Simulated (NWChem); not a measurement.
HfH3Br; SMILES [Br][HfH3]

Results from NWChem. Geometry: optimised at PBE-D3(BJ)/def2-SVP. def2 effective core potentials on Hf; no spin-orbit coupling. Level B3LYP/def2-SVP: energy and gradient on several grids; changes count from the extra-fine grid, which is no exact limit either.

```
grid     size of the energy change (μHa)  largest change of a gradient component (μHa/bohr)
-------  -------------------------------  -------------------------------------------------
xcoarse                               20                                               6000
coarse                                40                                                300
medium                              < 10                                                 60
fine                                < 10                                               < 30
xfine                               < 10                                               < 30
```
